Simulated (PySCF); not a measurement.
Radial density of Zn³⁺ (zinc, charge +3)

PBE0, [Ar] 3d9, 2D determinant. All numbers are calculated (PySCF 2.14, no relativity, point nucleus, in 6-31G* (5s4p2d1f, 34 functions)).

```csv
r (bohr),4πr²ρ (e/bohr),4πr²(ρα − ρβ)
0.000938,0.1892,0.0000
0.00158,0.5228,0.0000
0.00265,1.396,0.0000
0.00446,3.525,0.0000
0.00751,8.334,0.0000
0.0126,17.34,0.0000
0.0212,29.54,0.0001
0.0357,36.28,0.0002
0.0601,30.87,0.0011
0.101,32.23,0.0140
0.170,41.53,0.1339
0.286,23.30,0.5722
0.481,22.97,1.2285
0.809,18.04,0.9649
1.36,3.371,0.2268
2.29,0.2121,0.0186
3.85,6.500e-05,0.0000
6.48,3.856e-05,0.0000
```
